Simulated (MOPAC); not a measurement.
MOPAC input (MNDO):

```
MNDO PRECISE GNORM=0.05 LET XYZ CHARGE=-1 GEO-OK AUX(PRECISION=9) THREADS=1
H5Ge

Ge   -0.00000000 1   -0.00000000 1   -0.00000000 1
H     0.01334400 1   -0.02292400 1    1.72509300 1
H    -0.01334400 1    0.02292400 1   -1.72509300 1
H     1.59004200 1    0.02108800 1   -0.01201900 1
H    -0.81314400 1    1.36639000 1    0.02444800 1
H    -0.77689800 1   -1.38747900 1   -0.01242800 1
```

From the output:

```
                                                       MOPAC v23.2.5 Linux

          FINAL HEAT OF FORMATION =         19.48754 KCAL/MOL =      81.53585 KJ/MOL

          COSMO AREA              =         81.04 SQUARE ANGSTROMS
          COSMO VOLUME            =         66.56 CUBIC ANGSTROMS

          GRADIENT NORM           =          0.02434          =       0.00994 PER ATOM
          IONIZATION POTENTIAL    =          3.186306 EV
          HOMO LUMO ENERGIES (EV) =         -3.186  8.501
          NO. OF FILLED LEVELS    =          5
          MOLECULAR WEIGHT        =         77.6295         POINT GROUP:  D3h

          MOLECULAR DIMENSIONS (Angstroms)

            Atom       Atom       Distance
            H     3    H     2     3.14896
            H     5    H     6     2.66661
            H     6    H     4     2.30936

          SCF CALCULATIONS        =          6

   ATOM   CHEMICAL          X               Y               Z
  NUMBER   SYMBOL      (ANGSTROMS)     (ANGSTROMS)     (ANGSTROMS)

     1      Ge         -0.00000000  *  -0.00000006  *   0.00000007  *
     2       H          0.01217761  *  -0.02092016  *   1.57429359  *
     3       H         -0.01217761  *   0.02092031  *  -1.57429344  *
     4       H          1.53939093  *   0.02041648  *  -0.01163626  *
     5       H         -0.78724105  *   1.32286347  *   0.02366873  *
     6       H         -0.75214988  *  -1.34328057  *  -0.01203223  *

                             CARTESIAN COORDINATES

   1   Ge       -0.000000000    -0.000000063     0.000000071
   2    H        0.012177613    -0.020920157     1.574293588
   3    H       -0.012177610     0.020920311    -1.574293439
   4    H        1.539390929     0.020416477    -0.011636259
   5    H       -0.787241048     1.322863473     0.023668731
   6    H       -0.752149882    -1.343280567    -0.012032226

           Empirical Formula: H5 Ge  =     6 atoms

      MOLECULAR POINT GROUP   :   D3h

                  EIGENVALUES
 -11.19692  -6.00156  -6.00155  -5.99857  -3.18631   8.50097   8.85297   8.85297
   9.46471

              NET ATOMIC CHARGES AND DIPOLE CONTRIBUTIONS

  ATOM NO.   TYPE          CHARGE      No. of ELECS.   s-Pop       p-Pop
    1         Ge           1.939675        2.0603     0.81245     1.24788
    2          H          -0.619618        1.6196     1.61962
    3          H          -0.619618        1.6196     1.61962
    4          H          -0.566813        1.5668     1.56681
    5          H          -0.566813        1.5668     1.56681
    6          H          -0.566813        1.5668     1.56681
 DIPOLE           X         Y         Z       TOTAL
 POINT-CHG.    -0.000     0.000    -0.000     0.000
 HYBRID        -0.000     0.000     0.000     0.000
 SUM           -0.000     0.000    -0.000     0.000

          ATOMIC ORBITAL ELECTRON POPULATIONS

     Atom    s        px        py        pz
    1 Ge   0.81245   0.40644   0.40644   0.43500
    2  H   1.61962
    3  H   1.61962
    4  H   1.56681
    5  H   1.56681
    6  H   1.56681

 **********************
 *                    *
 * JOB ENDED NORMALLY *
 *                    *
 **********************

 == MOPAC DONE ==
```

The dipole moment of an ion depends on the origin.

The geometry given is a B3LYP-D3(BJ)/def2-TZVP minimum.
